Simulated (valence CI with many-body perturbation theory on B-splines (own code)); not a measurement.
Results of a calculation; reference values are marked as such.
Sn XII: what each term of the Hamiltonian does

Method: relativistic CI+MBPT: three valence electrons over a frozen Dirac-Fock core [Kr], a basis of 9 s, 9 p, 10 d, 8 f, 5 g, 3 h, 1 i functions for each j, with the one-electron correlation potential Σ1 (screened to all orders), the two-electron term Σ2, the three-electron term Σ3, Breit, model QED; selected single and double excitations, second order for the rest, scaled by the run's own slope (own B-spline code, finite nucleus).

No measured levels were compared; by estimate terms of the open shell hold to 2 to 4 % of their energy, and close levels can change places. Core correlation moves these levels by up to 3000 cm⁻¹, and in measured spectra 5 to 20 % of such shifts remained as error; rates that hang on mixing are uncertain with them. The list stops below the first excitations out of the core. Only levels of the ground parity were solved; by the run's estimate the other parity begins above the list, which can be wrong where configurations are misplaced.

Each rung adds one term. CI alone is the Dirac-Coulomb CI over the frozen core; QED comes last and gives the full result, which names the levels. Energies are above 4d3 4F_3/2 on the same rung, in cm⁻¹.

Names give the largest LS component (configuration and term), which can be under half, so a name can repeat, a term be missing and a line seem to break the LS rules; names also repeat where a configuration has a term twice. Letters in brackets count levels of one name in rising energy.

| Level | CI alone | + Σ1 | + Σ2 | + Σ3 | + Breit | Full |
| --- | --- | --- | --- | --- | --- | --- |
| 4d3 4F_5/2 | 5665 | 5845 | 5926 | 5967 | 5712 | 5734 |
| 4d3 4F_7/2 | 11383 | 11699 | 11781 | 11813 | 11349 | 11388 |
| 4d3 4F_9/2 | 16512 | 16905 | 16831 | 16793 | 16210 | 16256 |
| 4d3 4P_3/2 | 22553 | 22659 | 22315 | 22210 | 22107 | 22117 |
| 4d3 4P_1/2 | 24724 | 24914 | 24373 | 24270 | 24044 | 24065 |
| 4d3 2G_7/2 | 31463 | 31841 | 30564 | 30103 | 29648 | 29686 |
| 4d3 2H_9/2 | 33039 | 33427 | 31379 | 31113 | 30622 | 30660 |
| 4d3 4P_5/2 | 32665 | 33056 | 32684 | 32458 | 31956 | 32003 |
| 4d3 2D_3/2 [a] | 37176 | 37594 | 37878 | 37451 | 36971 | 37019 |
| 4d3 2P_1/2 | 39215 | 39675 | 39779 | 39938 | 39403 | 39454 |
| 4d3 2H_11/2 | 45023 | 45578 | 42624 | 42377 | 41668 | 41723 |
| 4d3 2G_9/2 | 47419 | 48127 | 46336 | 45972 | 45077 | 45157 |
| 4d3 2D_5/2 [a] | 46581 | 47128 | 47262 | 46435 | 45784 | 45845 |
| 4d3 2P_3/2 | 51589 | 52310 | 53135 | 52994 | 52109 | 52195 |
| 4d3 2F_7/2 | 60808 | 61325 | 58544 | 57855 | 57282 | 57332 |
| 4d3 2F_5/2 | 61055 | 61522 | 58766 | 58029 | 57590 | 57634 |
| 4d3 2D_3/2 [b] | 90083 | 90696 | 90014 | 88721 | 88152 | 88210 |
| 4d3 2D_5/2 [b] | 89293 | 89935 | 90048 | 88876 | 88210 | 88276 |

(1) How does the ionisation energy move along the ladder, and which term matters most?

Answers

(1) CI alone 229.96, + Σ1 231.99, + Σ2 233.19, + Σ3 233.19, + Breit 233.15, + QED 233.17 eV. The largest step is Σ1, 2.03 eV. NIST lists 232 ± 2.5 eV (theoretical).
